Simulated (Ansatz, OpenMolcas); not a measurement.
## How basis sets differ on GeTe (SMILES [Ge][Te])

The species is GeTe (2 atoms), meant as a singlet with charge 0. As SMILES, `[Ge][Te]`. Geometry: the measured bond length.

```xyz
2

Ge    0.0000    0.0000    0.0000
Te    0.0000    0.0000    2.3402
```

Quantity: the vertical energy of the triplet above the singlet, in eV. The values are calculated.

```csv
level,kind,program,value (eV),less CCSD(T)/def2-TZVP,CPU time (all runs)
CCSD(T)/STO-3G,coupled cluster or CI,Ansatz,2.94,+0.44,9.2 s
"CCSD(T)/def2-SVP (core potential), open shells restricted",coupled cluster or CI,OpenMolcas,2.79,+0.29,22 s
"CCSD(T)/def2-SVPD (core potential), open shells restricted",coupled cluster or CI,OpenMolcas,2.78,+0.28,60 s
"CCSD(T)/cc-pVTZ-PP (core potential), open shells restricted",coupled cluster or CI,Ansatz,2.47,-0.03,2.9 min
CCSD(T)/def2-TZVP (core potential),coupled cluster or CI,Ansatz,2.50,0.00,92 s
```

Differences are taken from CCSD(T)/def2-TZVP (core potential) for orientation; it has basis-set and higher-order errors of its own. All-electron rows without a relativistic Hamiltonian named are non-relativistic, while core potentials hold scalar relativity, so basis and relativity change together. Spin-orbit coupling, which can split open shells on such heavy atoms by tenths of an eV, is left out. The values span 2.47 to 2.94 eV. High-level rows in very small sets aren't better than simpler rows in larger ones. In the correlated wave-function rows the outer d shell of Ge, Te is correlated, in sets not made for it. Times are those of the runs behind each value, whatever else they computed, on shared processors of several kinds: orders of magnitude only.
